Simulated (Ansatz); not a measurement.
H19N3Si6Sn (`[SiH3][N]([SiH3])[SnH]([N]([SiH3])[SiH3])[N]([SiH3])[SiH3]`), 29 atoms. The species carries charge 0 and has multiplicity 1. Correlated methods include outer-core shells of Sn, which these sets cover unevenly. Sn takes the def2 core potential. All runs use 11 threads of an AMD EPYC 7R13 on a shared host and a whole NVIDIA H100 80 GB. Correlated methods freeze the cores.

Task: Give the basis size and wall time and peak host memory of each of these runs in Ansatz. RKS HSE06 (plane-wave form)-D4/def2-TZVPP energy; RKS B2PLYP (frozen core)/def2-TZVPP energy; RKS PBE0-D4/def2-SVP energy; RKS PBE0-D4/def2-TZVP relaxation (7 steps); RKS BHLYP-D4/def2-TZVPP energy; RKS ωB97M-V/def2-QZVPP energy; RHF-CCSD(T)/def2-TZVPP energy; RKS ωB97M-V/def2-SVP energy; direct RPA on PBE orbitals/def2-TZVPP energy; RKS B3LYP-D4/def2-TZVPP energy and forces; RHF-CCSD(T)/def2-SVP energy; RHF-MP2/def2-QZVPP energy. (An estimate is asked.)

Result: The calculation gave: Other jobs shared the machine, so times are rough.

```
                                    level                   job  functions  wall time  peak host memory (GiB)
                  RKS BHLYP-D4/def2-TZVPP                energy        661      4.1 s                     2.2
                     RKS PBE0-D4/def2-SVP                energy        271      4.6 s                     2.2
RKS HSE06 (plane-wave form)-D4/def2-TZVPP                energy        661      4.9 s                     2.2
                     RHF-CCSD(T)/def2-SVP                energy        271      5.5 s                     2.2
                  RKS B3LYP-D4/def2-TZVPP     energy and forces        661      6.5 s                     2.2
                     RKS ωB97M-V/def2-SVP                energy        271      6.5 s                     2.2
      RKS B2PLYP (frozen core)/def2-TZVPP                energy        661        7 s                     4.4
    direct RPA on PBE orbitals/def2-TZVPP                energy        661        9 s                     4.4
                   RKS ωB97M-V/def2-QZVPP                energy       1243       11 s                     2.2
                       RHF-MP2/def2-QZVPP                energy       1243       12 s                     2.2
                    RKS PBE0-D4/def2-TZVP  relaxation (7 steps)        479       20 s                     1.5
                   RHF-CCSD(T)/def2-TZVPP                energy        661      110 s                     4.2
```

B3LYP here is the variant with VWN-RPA as its local correlation; programs differ in this.
